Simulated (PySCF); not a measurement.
Computed with PBE-D3(BJ)/def2-TZVP // r2SCAN-D4/def2-SVP (PySCF 2.14.0). All species are isolated molecules in the gas phase. 

Reference species: [Ti(Cl)2(H)2] (neutral, multiplicity 1).

The HOMO–LUMO gap comes out as 3.18 eV and the LUMO is -4.54 eV. The dipole moment comes out as 0.03 D and the charge on the central atom (Mulliken) is 0.77 e.

Changed species: [Ti(Cl)(H)3] (3 of 4 Cl replaced by H; the reference has 2 of 4 Cl replaced by H).

Q: Predict the effect on the HOMO–LUMO gap, LUMO, dipole moment and charge on the central atom (Mulliken).

A: the HOMO–LUMO gap rises by 0.02 eV, to 3.20 eV; the LUMO goes up by 0.19 eV, to -4.35 eV; the dipole moment rises by 0.37 D, to 0.40 D; the charge on the central atom (Mulliken) falls by 0.10 e, to 0.67 e.
